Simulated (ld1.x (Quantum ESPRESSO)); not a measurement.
# Plane-wave convergence, TM semilocal potential for antimony

* Element: antimony
* Generator: ld1.x (Quantum ESPRESSO) 7.5
* Type: norm-conserving Troullier–Martins (semilocal form)
* Functional: PBEsol
* Relativity: scalar-relativistic
* Frozen core: [Kr] 4d10
* Valence charge: 5
* Reference configuration: 5s2 5p2.5 (charge +0.5)
* Partial waves: 5p (bound): rc 2.50 bohr; 5s (bound): rc 1.55 bohr
* Local potential: the s channel
* Core correction: Bessel-smoothed model core, default radius (core density twice the valence density)

The pseudo-atom Hamiltonian at the reference potential is diagonalised in spherical Bessel functions j_l(qr) that vanish at 20 bohr, with q² up to the cutoff. All-electron valence levels (Ry): 5p -0.6101, 5s -1.2235.

Q: How do the lowest levels (Ry) of each channel move with the cutoff, and are there ghosts?

A:

```tsv
cutoff (Ry)	p #1	p #2	s #1	Σ f·Δε (mRy)
8	-0.6007	-0.0796	-1.1612	148.0
18	-0.6097	-0.0806	-1.1846	79.0
30	-0.6101	-0.0806	-1.2162	14.8
50	-0.6101	-0.0806	-1.2206	5.9
70	-0.6101	-0.0806	-1.2227	1.6
110	-0.6101	-0.0806	-1.2233	0.4
400	-0.6101	-0.0806	-1.2235	0.0
```

Result: no extra level below or beside the all-electron valence levels (p, s tested); the semilocal form is local in each channel, so this says nothing of the separable form that plane-wave codes build from it; 10 mRy is reached at 45 Ry and 1 mRy at 90 Ry.
